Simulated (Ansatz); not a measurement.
`[BH2][GeH2][F]` and `B[SiH2]F` differ in one element.

Ansatz, PBE0-D4/def2-TZVP geometries, multiplicity 1. 

Scalar relativity is left out up to krypton.

| property | `[BH2][GeH2][F]` |
| --- | --- |
| HOMO energy (PBE/def2-TZVPP) / eV | -7.25 |
| LUMO energy (B3LYP/def2-TZVPP) / eV | -3.02 |
| HOMO energy (PBE0/def2-TZVPP) / eV | -8.57 |
| HOMO energy (ωB97M-V/def2-TZVPP) / eV | -10.75 |
| HOMO–LUMO gap (PBE0/def2-TZVPP) / eV | 5.78 |
| LUMO energy (PBE0/def2-TZVPP) / eV | -2.80 |

Q: Give the same properties after the change, and the shifts. (Estimate.)

A: The calculation gave: 
| property | `B[SiH2]F` | shift |
| --- | --- | --- |
| HOMO energy (PBE/def2-TZVPP) / eV | -7.22 | 0.03 |
| LUMO energy (B3LYP/def2-TZVPP) / eV | -2.91 | 0.11 |
| HOMO energy (PBE0/def2-TZVPP) / eV | -8.52 | 0.05 |
| HOMO energy (ωB97M-V/def2-TZVPP) / eV | -10.71 | 0.04 |
| HOMO–LUMO gap (PBE0/def2-TZVPP) / eV | 5.82 | 0.04 |
| LUMO energy (PBE0/def2-TZVPP) / eV | -2.70 | 0.10 |

With PBE0 the HOMO rises by 0.05 eV and the LUMO rises by 0.10 eV, so the gap widens by about 0.05 eV. PBE moves the HOMO by 0.03 eV and ωB97M-V by 0.04 eV.

B3LYP here is the variant with VWN-RPA as its local correlation; programs differ in this.
